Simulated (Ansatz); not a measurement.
Geometry optimisation, RKS r2SCAN-D4/6-31G* (Ansatz).

Input file:

```yaml
crystal:
  periodic: [false, false, false]
  atoms:
    - { symbol: C, position_ang: [-0.6913, 1.0716, -0.5915] }
    - { symbol: B, position_ang: [0.0374, -0.1861, -0.1131] }
    - { symbol: C, position_ang: [1.0462, -0.0589, 1.0719] }
    - { symbol: "N", position_ang: [-0.1081, -1.5254, -0.7857] }
    - { symbol: H, position_ang: [-1.4177, 0.8657, -1.4629] }
    - { symbol: H, position_ang: [-1.3373, 1.5422, 0.2358] }
    - { symbol: H, position_ang: [0.0183, 1.8829, -0.9347] }
    - { symbol: H, position_ang: [0.5928, 0.3159, 1.9883] }
    - { symbol: H, position_ang: [1.5405, -1.0325, 1.3373] }
    - { symbol: H, position_ang: [1.8793, 0.6615, 0.8358] }
    - { symbol: H, position_ang: [0.28547, -1.41388, -1.79276] }
    - { symbol: H, position_ang: [0.65059, -2.15081, -0.33255] }
basis:
  gaussian: { orbitals: "6-31G*" }
hamiltonian:
  xc: r2scan
  dispersion: d4
relax:
  f_tol: 0.015
  max_steps: 40
output:
  orbitals: {}
```

Run as:

```bash
$ ansatz run input.yaml --threads 1 --pin off --max-ram 2048MiB --backend cpu --events-out ev --progress --plain --runs-dir out
```

Problem. Where does it end, and by what steps?

Solution. It converged. The force dipped under the threshold on the way, but the program's further checks kept it going. After 8 steps the energy has fallen by 0.989 eV; H11 moved furthest, 0.71 Å.

```
step  energy less start (eV)  largest force component (eV/Å)  accepted
   0                  0.0000                           3.246       yes
   1                 -0.4907                           2.158       yes
   2                 -0.8161                           1.246       yes
   3                 -0.9484                           0.416       yes
   4                 -0.9836                           0.169       yes
   5                 -0.9883                           0.029       yes
   6                 -0.9891                           0.007       yes
   7                 -0.9893                           0.032       yes
   8                 -0.9894                           0.007       yes
```

```xyz
12
Properties=species:S:1:pos:R:3
C -0.653 1.062 -0.660
B 0.202 -0.167 -0.139
C 1.108 -0.040 1.155
N 0.156 -1.387 -0.835
H -1.231 0.857 -1.572
H -1.361 1.398 0.111
H -0.008 1.929 -0.864
H 0.507 0.262 2.025
H 1.643 -0.960 1.425
H 1.858 0.754 1.028
H -0.401 -1.530 -1.667
H 0.677 -2.206 -0.552
```

Whether the end is a true minimum wasn't checked by a vibrational analysis.

The run took 26 s on 1 thread of Intel(R) Xeon(R) Platinum 8488C (Sapphire Rapids), with other jobs on the host, peak memory 0.24 GiB.
